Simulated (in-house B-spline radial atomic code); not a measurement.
Values are calculated unless marked as measured or tabulated.
Weak and strong correlation along the adiabatic connection

Two-electron singlets in several external potentials (atomic units), by full CI in B-splines with partial waves to l = 8 (correlation energies up to 0.6 % small). The repulsion is scaled by λ at fixed density; W(λ) is the mean repulsion less the Hartree energy, W(0) = E_x, and the area under W from 0 to 1 is E_xc.

Relative drop (W(λ) − E_x)/E_x:

```
                            system  λ = 0.12  λ = 0.25  λ = 0.4  λ = 0.6  λ = 0.8   λ = 1
   ω²r²/2 − Z/r, ω = 0.255, Z = -1    0.0482    0.0899   0.1276   0.1654   0.1936  0.2151
     −Z/r, Z = 1.5, wall at 2 bohr    0.0101    0.0205   0.0318   0.0458   0.0587  0.0707
                      −Z/r, Z = 12    0.0015    0.0032   0.0051   0.0075   0.0100  0.0124
−V exp(−r²/w²), V = 1.02, w = 3.43    0.0284    0.0550   0.0812   0.1103   0.1342  0.1541
  ω²r²/2 − Z/r, ω = 0.148, Z = 0.3    0.0345    0.0656   0.0952   0.1269   0.1520  0.1725
    ω²r²/2 − Z/r, ω = 1.33, Z = -1    0.0169    0.0337   0.0515   0.0728   0.0916  0.1084
−Z/r, Z = 0.905, wall at 1.11 bohr    0.0073    0.0149   0.0234   0.0341   0.0442  0.0538
```

(1) Order the systems by how far second-order (GL2) theory, half the initial slope (estimated from the first points of each curve), overshoots the correlation energy, least first.
A. −V exp(−r²/w²), V = 1.02, w = 3.43
B. −Z/r, Z = 1.5, wall at 2 bohr
C. −Z/r, Z = 0.905, wall at 1.11 bohr
D. ω²r²/2 − Z/r, ω = 0.148, Z = 0.3
E. −Z/r, Z = 12
F. ω²r²/2 − Z/r, ω = 0.255, Z = -1
G. ω²r²/2 − Z/r, ω = 1.33, Z = -1

(2) What else changes along this order?

Answers

(1) E (GL2/E_c = 1.02), C (GL2/E_c = 1.10), B (GL2/E_c = 1.15), G (GL2/E_c = 1.22), A (GL2/E_c = 1.41), D (GL2/E_c = 1.52), F (GL2/E_c = 1.66).

(2) The ratio follows the bend of the curve. With it the leading natural occupation goes from 2.000 to 1.840 and −T_c/E_c from 0.98 to 0.59 between the first and the last.
